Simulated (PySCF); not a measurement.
Si(GeH3)2(H)2 (Ge2H8Si), SMILES [GeH3][SiH2][GeH3]. Coordinates come from a PBE0-D3(BJ)/def2-SVP optimisation.

Computed equilibrium geometry at PBE0-D3(BJ)/def2-SVP (PySCF confirms it by a frequency run) as Cartesian coordinates in Å:
```xyz
11

Si     0.0658    -0.8719    -0.6813
Ge     1.9031     0.5156    -0.0670
Ge    -1.9329    -0.1200     0.3762
H      0.3470    -2.2844    -0.2740
H     -0.1114    -0.8383    -2.1672
H      1.6259     1.9718    -0.4856
H      2.1032     0.4799     1.4598
H      3.2053     0.0491    -0.7442
H     -3.1368    -0.9949    -0.0205
H     -2.2286     1.3360    -0.0307
H     -1.7709    -0.1721     1.9072
```
Charge 0, spin multiplicity 1.
